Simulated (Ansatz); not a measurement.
The Ansatz (a quantum-chemistry and plane-wave program) input:
Ansatz 0.2 input:
```yaml
crystal:
  periodic: [false, false, false]
  atoms:
    - {symbol: N, position_ang: [0.00669643, 0.12471327, 0.03430287]}
    - {symbol: H, position_ang: [-0.85214990, -0.39082144, -0.12434158]}
    - {symbol: H, position_ang: [0.80527491, -0.48217148, -0.11577850]}
basis:
  gaussian:
    orbitals: 6-31G*
hamiltonian:
  xc: cam_b3lyp
magnetization: {spin_polarized: true, initial_magnetization: 1}
```

### Question
What does this run give for the number of basis functions, total energy, <S^2>?

### Answer

```
Quantity                        Result
-------------------------  -----------
number of basis functions           19
total energy               -55.8415 Eh
<S^2>                            0.753
```
